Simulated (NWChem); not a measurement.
AlNH$_{2}$Br$_{2}$; SMILES [NH2][Al]([Br])[Br]

```xyz
6

Al     0.0000     0.0000     0.6588
Br    -1.9641     0.0000    -0.4582
Br     1.9641     0.0000    -0.4582
N      0.0000     0.0000     2.4266
H      0.8423     0.0000     3.0057
H     -0.8423     0.0000     3.0057
```
Atoms are numbered in this order, from 1.

Results from NWChem. Pople sets run with spherical d functions. STO-3G and 3-21G are far too small for this property and stand as cheap habits. Structure relaxed at the PBE-D3(BJ)/def2-SVP level. Field at 589 nm.

| level | isotropic polarisability (bohr³) | anisotropy (bohr³) | relative time |
|---|---|---|---|
| B3LYP/STO-3G | 27.4 | 34.0 | 1 |
| B3LYP/6-31G* | 61.4 | 30.7 | 8 |
| B3LYP/def2-SVP | 59.3 | 28.9 | 3 |
| B3LYP/def2-SVPD | 80.4 | 26.8 | 7 |
| B3LYP/aug-cc-pVDZ | 79.9 | 28.2 | 50 |

The last column is a rough cost ratio, cheapest run = 1.
